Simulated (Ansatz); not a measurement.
Isolated molecules relaxed with PBE0-D4/def2-TZVP in Ansatz; ΔE leaves out vibrations. CBS: MP2 limit from def2 TZ/QZ plus the TZ coupled-cluster correction, frozen cores. This one scheme is used for every species. Functionals use def2-TZVPP. B3LYP here is the variant with VWN-RPA as its local correlation; programs differ in this. HSE06 is defined as in plane-wave codes. def2 core potentials past Kr. For Se, Te outer-core shells are correlated without core-valence functions, which leaves a few kJ/mol of doubt a bond. Scalar relativity is left out up to krypton. One conformer a species, not always the lowest.

Reaction (ligand exchange at the Si–Cl bond): `Cl[SiH2][SeH]` + H₂Te → `[SeH][SiH2][TeH]` + HCl

```
             level  ΔE (kJ/mol)  difference from CCSD(T)/CBS
       LDA (SPW92)         25.8                         -1.5
            PBE-D4         23.7                         -3.6
           BLYP-D4         30.6                          3.3
         r2SCAN-D4         31.7                          4.4
            B97M-V         40.1                         12.8
          B3LYP-D4         31.6                          4.3
        r2SCANh-D4         31.4                          4.1
        r2SCAN0-D4         31.1                          3.8
          HSE06-D4         25.2                         -2.1
          BHLYP-D4         33.0                          5.7
           ωB97X-V         34.7                          7.4
           ωB97M-V         35.4                          8.1
            B2PLYP         34.4                          7.1
          PBE-QIDH         28.6                          1.3
               PBE         26.9                         -0.4
            revPBE         27.6                          0.3
              BLYP         36.4                          9.1
            r2SCAN         32.4                          5.1
              PBE0         28.6                          1.3
             B3LYP         37.0                          9.7
           r2SCANh         32.2                          4.9
           r2SCAN0         32.0                          4.7
             HSE06         28.3                          1.0
             BHLYP         40.3                         13.0
         CAM-B3LYP         40.4                         13.1
           LC-ωPBE         33.5                          6.2
RPA@PBE/def2-TZVPP         32.5                          5.2
       HF/def2-SVP         41.6                         14.3
      MP2/def2-SVP         27.7                          0.4
     CCSD/def2-SVP         31.6                          4.3
     HF/def2-TZVPP         45.6                         18.3
    MP2/def2-TZVPP         27.1                         -0.2
SCS-MP2/def2-TZVPP         31.9                          4.6
   CCSD/def2-TZVPP         33.3                          6.0
CCSD(T)/def2-TZVPP         30.8                          3.5
     HF/def2-QZVPP         46.0                         18.7
SCS-MP2/def2-QZVPP         30.3                          3.0
      HF/CBS(def2)         46.1                         18.8
     MP2/CBS(def2)         23.6                         -3.7
    CCSD/CBS(def2)         29.8                          2.5
       CCSD(T)/CBS         27.3                            0
```

Largest T1 diagnostic among the species: 0.010.

In def2-TZVPP, CCSD(T) changes the Hartree–Fock value by −14.8 kJ/mol (the triples alone add −2.5 kJ/mol) and MP2 by −18.6 kJ/mol. The D4 term adds −5.4 kJ/mol with B3LYP and −3.0 kJ/mol with PBE0; it sums over pairs of atoms, weighted by their polarisabilities, and B3LYP, whose exchange is more repulsive, gets the larger term.
